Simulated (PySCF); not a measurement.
C3H5Cl2F. Atoms are numbered in the order given.

```xyz
11

C     -2.3040     0.3278     0.0823
C     -0.9298     0.3550     0.7066
F     -0.7370    -0.7827     1.4406
C      0.1969     0.4972    -0.3091
Cl     1.7614     0.6358     0.5191
Cl     0.2138    -0.8493    -1.4685
H     -2.3965    -0.5334    -0.5936
H     -3.0597     0.2404     0.8749
H     -2.4980     1.2500    -0.4846
H     -0.8318     1.2198     1.3883
H      0.0609     1.4180    -0.8906
```
Charge 0, spin multiplicity 1.

Geometry optimised at PBE0-D3(BJ)/def2-SVP. The structure was generated by enumeration; whether it is a known compound was not checked. The values are those of a single conformer.

These are CAM-B3LYP/def2-TZVP (PySCF) values and carry that method's errors.

ESP charges are fitted to the potential on shells at 1.4 to 2.0 van der Waals radii. Atomic charges (e):

```json
[
 {"atom": "C1", "ESP fit": "-0.52", "Löwdin": "?", "meta-Löwdin": "-0.35"},
 {"atom": "C2", "ESP fit": "0.48", "Löwdin": "-0.44", "meta-Löwdin": "0.23"},
 {"atom": "F3", "ESP fit": "-0.23", "Löwdin": "?", "meta-Löwdin": "-0.32"},
 {"atom": "C4", "ESP fit": "-0.51", "Löwdin": "-0.75", "meta-Löwdin": "-0.04"},
 {"atom": "Cl5", "ESP fit": "-0.01", "Löwdin": "0.33", "meta-Löwdin": "-0.08"},
 {"atom": "Cl6", "ESP fit": "0.01", "Löwdin": "0.33", "meta-Löwdin": "-0.08"},
 {"atom": "H7", "ESP fit": "0.16", "Löwdin": "?", "meta-Löwdin": "0.13"},
 {"atom": "H8", "ESP fit": "0.15", "Löwdin": "?", "meta-Löwdin": "0.13"},
 {"atom": "H9", "ESP fit": "0.14", "Löwdin": "?", "meta-Löwdin": "0.12"},
 {"atom": "H10", "ESP fit": "0.05", "Löwdin": "?", "meta-Löwdin": "0.11"},
 {"atom": "H11", "ESP fit": "0.29", "Löwdin": "0.14", "meta-Löwdin": "0.15"}
]
```

Task: Some entries are withheld; supply them. (The exact figures need the calculation; the answer reports its results.)

Result: 
- C1, Löwdin: -0.29
- F3, Löwdin: 0.14
- H7, Löwdin: 0.13
- H8, Löwdin: 0.13
- H9, Löwdin: 0.13
- H10, Löwdin: 0.15

Computed Mayer and Wiberg (Löwdin basis) orders of the bonds:
```csv
bond,Mayer,Wiberg
C1–C2,0.96,1.27
C2–F3,1.02,1.65
C2–C4,0.94,1.21
C4–Cl5,1.14,1.64
C4–Cl6,1.11,1.63
C1–H7,0.96,0.89
C1–H8,0.97,0.89
C1–H9,0.96,0.89
C2–H10,0.97,0.82
C4–H11,0.95,0.86
```
